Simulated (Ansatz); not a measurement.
Geometry optimisation, RHF/6-31G* in Ansatz.

input.yaml

```yaml
crystal:
  periodic: [false, false, false]
  atoms:
    - { symbol: Si, position_ang: [0.0, 0.0, 0.0] }
    - { symbol: F, position_ang: [0.0, 0.0, 1.94] }
    - { symbol: H, position_ang: [1.3768, 0.0, -0.4862] }
    - { symbol: H, position_ang: [-0.6877, 1.1914, -0.4862] }
    - { symbol: H, position_ang: [-0.6877, -1.1914, -0.4862] }
    - { symbol: "N", position_ang: [-2.0118, 0.0, 0.6685] }
    - { symbol: H, position_ang: [-2.7319, -0.6071, 0.1822] }
    - { symbol: Si, position_ang: [-2.5026, 1.0424, 2.0773] }
    - { symbol: H, position_ang: [-3.1705, 0.2206, 3.0824] }
    - { symbol: H, position_ang: [-1.3164, 1.6591, 2.6639] }
    - { symbol: H, position_ang: [-3.4153, 2.0851, 1.6175] }
    - { symbol: H, position_ang: [-1.1911, 0.0, 1.7191] }
basis:
  gaussian: { orbitals: "6-31G*" }
hamiltonian:
  xc: hf
relax:
  f_tol: 0.15
  max_steps: 25
  restrain:
    - { distance: [0, 5], at: 1.82, k: 30.0 }
    - { distance: [11, 1], at: 0.92, k: 30.0 }
    - { distance: [0, 1], at: 2.79, k: 30.0 }
    - { distance: [11, 5], at: 2.26, k: 30.0 }
```

Launched with:

```bash
$ ansatz run input.yaml --threads 1 --pin off --max-ram 2048MiB --backend cpu --events-out ev --progress --plain --runs-dir out
```

**Question.** Where does it end, and by what steps?

**Answer.** It converged. The restraints hold the end off the free minimum. After 18 steps the energy has fallen by 4.935 eV (the restraints' own energy left out); H3 moved furthest, 1.55 Å. Joined: F2–H12 (1.21 → 0.92 Å).

```tsv
step	energy less start (eV)	largest force component (eV/Å)	accepted
0	0.0000	4.250	yes
1	0.1138	4.586	yes
2	-0.1940	4.340	yes
3	-1.0425	3.697	yes
4	-2.6431	2.470	yes
5	-3.6110	1.156	yes
6	-4.2319	0.909	yes
7	-4.5372	0.897	yes
8	-4.6069	0.917	yes
9	-4.6618	1.007	yes
10	-4.7220	0.857	yes
11	-4.7793	0.987	yes
12	-4.8566	0.965	yes
13	-4.9163	0.802	yes
14	-4.9321	0.768	yes
15	-4.8632	2.322	no
16	-4.9290	0.766	no
17	-4.9350	0.769	yes
18	-4.9349	0.792	yes
```

```xyz
12
Properties=species:S:1:pos:R:3
Si -0.510 0.242 -0.193
F 0.440 -1.349 1.911
H 0.594 0.929 0.482
H -0.912 1.080 -1.347
H -0.156 -1.082 -0.716
N -1.884 0.060 0.945
H -2.524 -0.661 0.666
Si -2.594 1.312 1.923
H -3.246 0.707 3.101
H -1.510 2.209 2.357
H -3.613 2.110 1.209
H -0.423 -1.156 2.154
```

Time of the run: 39 s on 1 thread of Arm Neoverse V2, on a shared host, peak memory 0.16 GiB.
